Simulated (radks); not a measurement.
Results of a calculation; reference values are marked as such.
Fractional charge and spin in the 5p shell of ytterbium: the spin-up occupation runs from 2 to 3 and the spin-down occupation from 2 to 3; the fullest corner is Yb2+, [Kr] 4d10 4f14 5s2 5p(up 3, down 3). Level of theory: scalar-relativistic Kohn-Sham, PBEsol, spin-polarised, spherical densities, finite nucleus; Fermi nuclear charge, rms radius of each element as measured or else 0.836 A^(1/3) + 0.57 fm (a radial shooting solver on a logarithmic mesh with Libxc functionals). Energy (eV) above the fullest corner. The planes named below are the two flat planes that join the four corners, with an edge along up + down = one added electron.

\begin{tabular}{lrrrrr}
down \ up & 2 & 2.25 & 2.5 & 2.75 & 3 \\ \hline
2 & 112.499 & 95.233 & 78.872 & 63.408 & 48.831 \\
2.25 & 95.233 & 78.931 & 63.523 & 49.000 & 35.351 \\
2.5 & 78.872 & 63.523 & 49.056 & 35.461 & 22.727 \\
2.75 & 63.408 & 49.000 & 35.461 & 22.781 & 10.948 \\
3 & 48.831 & 35.351 & 22.727 & 10.948 & 0.000 \\
\end{tabular}

Corners above the fullest one (they belong to Yb3+ and the next ion): (up 3, down 2) 48.831 eV, (up 2, down 3) 48.831 eV, (up 2, down 2) 112.50 eV. With half an added electron in each spin the energy lies 0.225 eV from the planes, and with half an added electron in spin up alone -1.793 eV. The planes are only a guide here: the flat-plane condition holds for ground states with one frontier orbital, while this shell lies below other occupied shells, so the corners above the fullest one are inner-hole states and not the ground states of those ions.
